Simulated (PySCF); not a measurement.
Isomers of C6H13FSi2, mass 160.054 u with the commonest isotopes. Method: PBE0/pcSseg-1 in PySCF (dipole) on a GFN2-xTB geometry, gas phase. One conformer each, none proved a minimum here; rigid rotors.

Question: Order these by rotational constant B, smallest first.
A. `[CH3:1][SiH2:2][C:3]1=[CH:4][CH2:5][CH2:6][SiH2:7][C@@H:8]1[F:9]` with C1–Si2–C3–C4 109°, C3–C4–C5–C6 59°, C4–C5–C6–Si7 -53°, C5–C6–Si7–C8 7°, C6–Si7–C8–F9 165°
B. `[CH3:1][C:2]#[C:3][C@@:4]([CH3:5])([SiH3:6])[C@@H:7]([F:8])[SiH3:9]` with C3–C4–C7–F8 -85°
C. `[CH3:1][SiH2:2]/[CH:3]=[C:4]1\[CH2:5][CH2:6][SiH2:7][C@@H:8]1[F:9]` with C1–Si2–C3–C4 -175°, C3–C4–C5–C6 -126°, C4–C5–C6–Si7 -36°, C5–C6–Si7–C8 12°, C6–Si7–C8–F9 136°
D. `[CH2:1]=[CH:2][CH2:3][Si@@H:4]1[CH2:5][SiH2:6][C@@H:7]([F:8])[CH2:9]1` with C1–C2–C3–Si4 -101°, C2–C3–Si4–C5 52°, C3–Si4–C5–Si6 -121°, Si4–C5–Si6–C7 -18°, C5–Si6–C7–F8 -79°, Si6–C7–C9–Si4 -43°

Answer: C (596.4 MHz), D (752.4 MHz), A (850.0 MHz), B (994.9 MHz).

Question: Order these by out-of-plane moment Σ m c² = (Ia + Ib − Ic)/2, largest first.
A. `[CH2:1]=[CH:2][CH2:3][Si@@H:4]1[CH2:5][SiH2:6][C@@H:7]([F:8])[CH2:9]1` with C1–C2–C3–Si4 -101°, C2–C3–Si4–C5 52°, C3–Si4–C5–Si6 -121°, Si4–C5–Si6–C7 -18°, C5–Si6–C7–F8 -79°, Si6–C7–C9–Si4 -43°
B. `[CH3:1][SiH2:2][C:3]1=[CH:4][CH2:5][CH2:6][SiH2:7][C@@H:8]1[F:9]` with C1–Si2–C3–C4 109°, C3–C4–C5–C6 59°, C4–C5–C6–Si7 -53°, C5–C6–Si7–C8 7°, C6–Si7–C8–F9 165°
C. `[CH3:1][C:2]#[C:3][C@@:4]([CH3:5])([SiH3:6])[C@@H:7]([F:8])[SiH3:9]` with C3–C4–C7–F8 -85°
D. `[CH3:1][SiH2:2]/[CH:3]=[C:4]1\[CH2:5][CH2:6][SiH2:7][C@@H:8]1[F:9]` with C1–Si2–C3–C4 -175°, C3–C4–C5–C6 -126°, C4–C5–C6–Si7 -36°, C5–C6–Si7–C8 12°, C6–Si7–C8–F9 136°

Answer: C (120.05 u·Å²), B (82.52 u·Å²), A (79.60 u·Å²), D (31.07 u·Å²).

Question: Order these by radius of gyration √(Σ m r²/M), largest first.
A. `[CH2:1]=[CH:2][CH2:3][Si@@H:4]1[CH2:5][SiH2:6][C@@H:7]([F:8])[CH2:9]1` with C1–C2–C3–Si4 -101°, C2–C3–Si4–C5 52°, C3–Si4–C5–Si6 -121°, Si4–C5–Si6–C7 -18°, C5–Si6–C7–F8 -79°, Si6–C7–C9–Si4 -43°
B. `[CH3:1][SiH2:2][C:3]1=[CH:4][CH2:5][CH2:6][SiH2:7][C@@H:8]1[F:9]` with C1–Si2–C3–C4 109°, C3–C4–C5–C6 59°, C4–C5–C6–Si7 -53°, C5–C6–Si7–C8 7°, C6–Si7–C8–F9 165°
C. `[CH3:1][SiH2:2]/[CH:3]=[C:4]1\[CH2:5][CH2:6][SiH2:7][C@@H:8]1[F:9]` with C1–Si2–C3–C4 -175°, C3–C4–C5–C6 -126°, C4–C5–C6–Si7 -36°, C5–C6–Si7–C8 12°, C6–Si7–C8–F9 136°

Answer: C (2.560 Å), A (2.309 Å), B (2.244 Å).

```
                             SMILES  point group  Ia (u·Å²)  Ib (u·Å²)  Ic (u·Å²)      κ  μa (D)  μb (D)  μc (D)
        C[SiH2]C1=CCC[SiH2][C@@H]1F           C1     294.18     594.56     723.70  -0.70    1.97    1.18    0.61
     C=CC[Si@@H]1C[SiH2][C@@H](F)C1           C1     261.63     671.65     774.07  -0.84    1.44    0.42    0.78
      C[SiH2]/C=C1\CC[SiH2][C@@H]1F           C1     232.84     847.38    1018.09  -0.88    0.73    1.52    0.52
CC#C[C@@](C)([SiH3])[C@@H](F)[SiH3]           C1     470.56     507.98     738.45   0.59    1.16    0.25    1.46
```
